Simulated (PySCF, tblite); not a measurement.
Isomers of C9H6N2, one GFN2-xTB conformer each. Single-point energies are computed at PBE0/pcSseg-1 (PySCF, gas phase, no added dispersion term), electronic only.

**Question.** Rank them by PBE0/pcSseg-1 energy, lowest first (kJ/mol).
A. `N#Cc1ccn2ccccc12`
B. `N#Cc1ccn2cccc2c1`

**Answer.** A (0.0), B (15.1).

GFN2-xTB itself gives, in the same order: 0.0, 10.7. Both levels put the same isomer lowest.

**Question.** Which frontier levels, dipoles and rotational constants go with these structures?

**Answer.** 
```json
{"SMILES": "N#Cc1ccn2ccccc12", "HOMO (eV, PBE0/pcSseg-1)": "-6.19", "LUMO (eV)": "-1.49", "dipole (D)": "6.45", "A, B, C (MHz)": "2338, 980.0, 690.5"}
{"SMILES": "N#Cc1ccn2cccc2c1", "HOMO (eV, PBE0/pcSseg-1)": "-6.18", "LUMO (eV)": "-1.79", "dipole (D)": "5.13", "A, B, C (MHz)": "3484, 761.6, 625.0"}
```

**Question.** What happens when harmonic zero-point energies from GFN2-xTB frequencies are added?

**Answer.** 
| SMILES | ZPE (kJ/mol) | electronic (kJ/mol) | with ZPE (kJ/mol) |
| --- | --- | --- | --- |
| N#Cc1ccn2ccccc12 | 327.0 | 0.0 | 0.0 |
| N#Cc1ccn2cccc2c1 | 326.3 | 15.1 | 14.4 |

The zero-point energies span 0.7 kJ/mol. The order is unchanged.
